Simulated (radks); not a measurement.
The numbers below are computed, except where a source is named.
Sc-, configuration [Ar] 3d2 4s2.

Level of theory: scalar-relativistic Kohn-Sham, LDA (Slater exchange, VWN5 correlation), spin-polarised, spherical densities, finite nucleus; open shells are filled with parallel spins first; Fermi nuclear charge, rms radius 3.5459 fm; hard spherical wall at 7 bohr (a radial shooting solver on a logarithmic mesh with Libxc functionals).

Energy parts (eV):
total: -20741.640
kinetic: 20898.047
electron-nucleus: -49555.790
Hartree: 8935.270
exchange-correlation: -1019.167

Orbitals (lengths in bohr, moments of r in powers of bohr; r(max) is where P^2 peaks):
| orbital | occ. | eigenvalue (eV) | <r^4> | <r> | <1/r> | r(max) |
|---|---|---|---|---|---|---|
| 1s up | 1 | -4374.037 | 0.0001336 | 0.07320 | 20.72 | 0.04791 |
| 1s down | 1 | -4374.045 | 0.0001336 | 0.07320 | 20.72 | 0.04791 |
| 2s up | 1 | -461.5997 | 0.03495 | 0.3446 | 4.283 | 0.2843 |
| 2s down | 1 | -461.2855 | 0.03487 | 0.3445 | 4.285 | 0.2842 |
| 2p up | 3 | -376.6803 | 0.02860 | 0.3082 | 4.195 | 0.2322 |
| 2p down | 3 | -376.4346 | 0.02850 | 0.3080 | 4.197 | 0.2322 |
| 3s up | 1 | -44.1569 | 3.060 | 1.085 | 1.298 | 0.9286 |
| 3s down | 1 | -43.0845 | 3.051 | 1.084 | 1.299 | 0.9281 |
| 3p up | 3 | -23.1739 | 5.101 | 1.188 | 1.160 | 0.9710 |
| 3p down | 3 | -22.0898 | 5.102 | 1.187 | 1.162 | 0.9703 |
| 3d up | 2 | 5.7111 | 106.4 | 2.292 | 0.6395 | 1.172 |
| 3d down | 0 | 6.6413 | 128.0 | 2.428 | 0.6108 | 1.178 |
| 4s up | 1 | 2.9452 | 268.5 | 3.581 | 0.3482 | 3.315 |
| 4s down | 1 | 3.5835 | 284.8 | 3.648 | 0.3392 | 3.420 |
| 4p up | 0 | 5.9616 | 369.7 | 3.972 | 0.3078 | 3.969 |
| 4p down | 0 | 6.4754 | 385.4 | 4.027 | 0.3010 | 4.057 |
| 4d up | 0 | 11.8195 | 461.2 | 3.814 | 0.4419 | 4.869 |
| 4d down | 0 | 12.3480 | 452.5 | 3.722 | 0.4650 | 4.921 |
| 5s up | 0 | 14.1064 | 539.8 | 4.093 | 0.3597 | 5.337 |
| 5s down | 0 | 14.6639 | 535.1 | 4.068 | 0.3620 | 5.365 |

The highest occupied level is 3d up at 5.711 eV. Spin moment in Bohr magnetons: 2. The spin density at the nucleus is -0.0960 e/bohr^3 (1s 0.0005, 2s -0.2790, 3s -0.0399, 4s 0.2225). Summed over all electrons, <r^2> = 56.45 bohr^2, which gives a Langevin (diamagnetic) susceptibility term of -44.7 x 10^-6 cm^3/mol. The density falls to 0.001 e/bohr^3 at r = 5.29 bohr.

Run on one thread of a shared host, so times are rough (Arm Neoverse V2): 0.14 s of CPU time, 0.14 s wall, 15 iterations on 1971 mesh points.
